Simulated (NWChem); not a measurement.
System meant: C₅H₅F; SMILES C=C=CC(=C)F

The following NWChem deck was run.

```
start job
memory heap 200 mb stack 900 mb global 1100 mb
geometry units angstroms noautoz
  C      0.208010     2.650894     0.000000
  C     -0.296418     1.438786     0.000000
  C     -0.818434     0.218576     0.000000
  C     -0.033061    -1.014042     0.000000
  C     -0.531021    -2.268139     0.000000
  F      1.301908    -0.820391     0.000000
  H      0.433507     3.181370     0.942194
  H      0.433507     3.181370    -0.942194
  H     -1.915823     0.095560     0.000000
  H      0.142028    -3.135768     0.000000
  H     -1.616848    -2.427397     0.000000
end
basis spherical
  * library def2-svp
end
dft
  xc b3lyp
  iterations 4
  mulliken
end
task dft energy
```

End of the output:

```
    Atom       Charge   Shell Charges
 -----------   ------   -------------------------------------------------------
    1 C    6     6.09   1.97  0.59  0.32  1.88  1.26  0.07
    2 C    6     5.95   1.97  0.65  0.30  1.80  1.15  0.08
    3 C    6     6.10   1.96  0.60  0.30  1.93  1.21  0.09
    4 C    6     5.91   1.96  0.62  0.28  1.82  1.04  0.19
    5 C    6     6.11   1.97  0.60  0.32  1.89  1.27  0.06
    6 F    9     9.07   1.98  1.02  0.74  3.21  2.12  0.01
    7 H    1     0.95   0.62  0.27  0.07
    8 H    1     0.95   0.62  0.27  0.07
    9 H    1     0.95   0.62  0.26  0.07
   10 H    1     0.96   0.62  0.27  0.07
   11 H    1     0.97   0.62  0.27  0.07

 center of mass
 --------------
 x =   0.08630953 y =  -0.03899196 z =   0.00000000

 moments of inertia (a.u.)
 ------------------
         837.706413133141          -0.000000000000           0.000000000000
          -0.000000000000         191.005513772741           0.000000000000
           0.000000000000           0.000000000000        1015.932144522362

     Multipole analysis of the density
     ---------------------------------

     L   x y z        total         alpha         beta         nuclear
     -   - - -        -----         -----         ----         -------
     0   0 0 0     -0.000000    -22.000000    -22.000000     44.000000

     1   1 0 0     -0.470483     -0.235241     -0.235241     -0.000000
     1   0 1 0      0.230386      0.115193      0.115193      0.000000
     1   0 0 1     -0.000000     -0.000000     -0.000000      0.000000

     2   2 0 0    -25.882084    -63.705141    -63.705141    101.528199
     2   1 1 0      1.649275     -5.359432     -5.359432     12.368139
     2   1 0 1      0.000000      0.000000      0.000000      0.000000
     2   0 2 0    -22.064643   -250.194219   -250.194219    478.323795
     2   0 1 1     -0.000000     -0.000000     -0.000000      0.000000
     2   0 0 2    -26.595161    -16.467720    -16.467720      6.340279

 ------------------------------------------------------------------------
 dft energy failed                                                                                  0
 ------------------------------------------------------------------------
 ------------------------------------------------------------------------
  current input line :
    24: task dft energy
 ------------------------------------------------------------------------
 ------------------------------------------------------------------------
 This type of error is most commonly associated with calculations not reaching convergence criteria
 ------------------------------------------------------------------------
 For more information see the NWChem manual at https://nwchemgit.github.io

0:dft energy failed:Received an Error in Communication
```

Find the fault in this run and fix the input.

The run did not converge; its last values are not results. Cause: the SCF was allowed too few iterations. This input runs:
```
start job
memory heap 200 mb stack 900 mb global 1100 mb
geometry units angstroms noautoz
  C      0.208010     2.650894     0.000000
  C     -0.296418     1.438786     0.000000
  C     -0.818434     0.218576     0.000000
  C     -0.033061    -1.014042     0.000000
  C     -0.531021    -2.268139     0.000000
  F      1.301908    -0.820391     0.000000
  H      0.433507     3.181370     0.942194
  H      0.433507     3.181370    -0.942194
  H     -1.915823     0.095560     0.000000
  H      0.142028    -3.135768     0.000000
  H     -1.616848    -2.427397     0.000000
end
basis spherical
  C library def2-svp
  F library def2-svp
  H library def2-svp
end
dft
  xc b3lyp
  iterations 150
  mulliken
end
task dft energy
```
It converges to -293.08124 Ha (B3LYP/def2-SVP).
